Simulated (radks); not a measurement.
The numbers below are computed, except where a source is named.
Ionisation of the phosphorus ion P+, [Ne] 3s2 3p2, to P2+, [Ne] 3s2 3p1, under several functionals. Non-relativistic Kohn-Sham, spin-unpolarised, spherical densities, point nucleus; a radial shooting solver on a logarithmic mesh with Libxc functionals.

[
 {"functional": "exchange-only LDA", "E(P+) (hartree)": "-338.48554", "Exc (hartree)": "-20.37878", "IE (eV)": "17.994", "-e(HOMO) (eV)": "13.093", "<r> HOMO (bohr)": "2.163", "IE error (eV)": "-1.776"},
 {"functional": "AM05", "E(P+) (hartree)": "-339.70351", "Exc (hartree)": "-21.62990", "IE (eV)": "19.106", "-e(HOMO) (eV)": "14.173", "<r> HOMO (bohr)": "2.134", "IE error (eV)": "-0.663"},
 {"functional": "LDA (Slater exchange, Perdew-Zunger correlation)", "E(P+) (hartree)": "-339.57842", "Exc (hartree)": "-21.49894", "IE (eV)": "19.262", "-e(HOMO) (eV)": "14.318", "<r> HOMO (bohr)": "2.134", "IE error (eV)": "-0.508"},
 {"functional": "XLYP", "E(P+) (hartree)": "-340.98423", "Exc (hartree)": "-22.94905", "IE (eV)": "19.053", "-e(HOMO) (eV)": "14.106", "<r> HOMO (bohr)": "2.146", "IE error (eV)": "-0.716"},
 {"functional": "exchange-only r2SCAN", "E(P+) (hartree)": "-340.27811", "Exc (hartree)": "-22.23735", "IE (eV)": "18.215", "-e(HOMO) (eV)": "13.392", "<r> HOMO (bohr)": "2.151", "IE error (eV)": "-1.555"},
 {"functional": "PW91", "E(P+) (hartree)": "-340.83325", "Exc (hartree)": "-22.79723", "IE (eV)": "19.219", "-e(HOMO) (eV)": "14.279", "<r> HOMO (bohr)": "2.136", "IE error (eV)": "-0.550"},
 {"functional": "RPBE", "E(P+) (hartree)": "-340.82051", "Exc (hartree)": "-22.78358", "IE (eV)": "19.141", "-e(HOMO) (eV)": "14.215", "<r> HOMO (bohr)": "2.141", "IE error (eV)": "-0.628"},
 {"functional": "MS2 meta-GGA", "E(P+) (hartree)": "-340.83592", "Exc (hartree)": "-22.80892", "IE (eV)": "19.104", "-e(HOMO) (eV)": "14.228", "<r> HOMO (bohr)": "2.133", "IE error (eV)": "-0.666"},
 {"functional": "Wu-Cohen GGA", "E(P+) (hartree)": "-340.44428", "Exc (hartree)": "-22.39758", "IE (eV)": "19.152", "-e(HOMO) (eV)": "14.210", "<r> HOMO (bohr)": "2.131", "IE error (eV)": "-0.618"},
 {"functional": "Tao-Mo meta-GGA", "E(P+) (hartree)": "-340.74157", "Exc (hartree)": "-22.70465", "IE (eV)": "19.085", "-e(HOMO) (eV)": "14.165", "<r> HOMO (bohr)": "2.131", "IE error (eV)": "-0.684"},
 {"functional": "exchange-only B88", "E(P+) (hartree)": "-340.29924", "Exc (hartree)": "-22.24845", "IE (eV)": "18.253", "-e(HOMO) (eV)": "13.332", "<r> HOMO (bohr)": "2.158", "IE error (eV)": "-1.517"}
]

NIST Atomic Spectra Database: 19.769 eV (semi-empirical). Closest: LDA (Slater exchange, Perdew-Zunger correlation). The Delta-SCF values span 1.27 eV, the total energies 2.50 hartree. The highest occupied level is 3p. Spin polarisation and multiplet splitting are left out, so open shells lie too high by an amount that depends on their filling.

Beside tabulated values, note that spin-unpolarised runs miss the spin-polarisation part of the exchange energy of open shells.
